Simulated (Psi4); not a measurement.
## VCl3O (vanadium oxytrichloride): the HOMO–LUMO gap, rung by rung

The species is VCl3O (5 atoms), meant as a singlet with charge 0. SMILES: `[O]=[V]([Cl])([Cl])[Cl]`. The shape was relaxed beforehand at PBE0/def2-TZVP.

Quantity: the HOMO–LUMO gap, in eV. The values are calculated.

```
                                 level                    kind  program  value (eV)
   PBE-D4/def2-TZVPP (density fitting)                     GGA     Psi4        3.19
r2SCAN-D4/def2-TZVPP (density fitting)                meta-GGA     Psi4        3.49
 B3LYP-D4/def2-TZVPP (density fitting)           global hybrid     Psi4        4.83
  PBE0-D4/def2-TZVPP (density fitting)           global hybrid     Psi4        5.32
  wB97M-V/def2-TZVPP (density fitting)  range-separated hybrid     Psi4        9.54
```

The values span 3.19 to 9.54 eV. Orbital gaps aren't excitation energies; they tend to grow with the share of exact exchange.
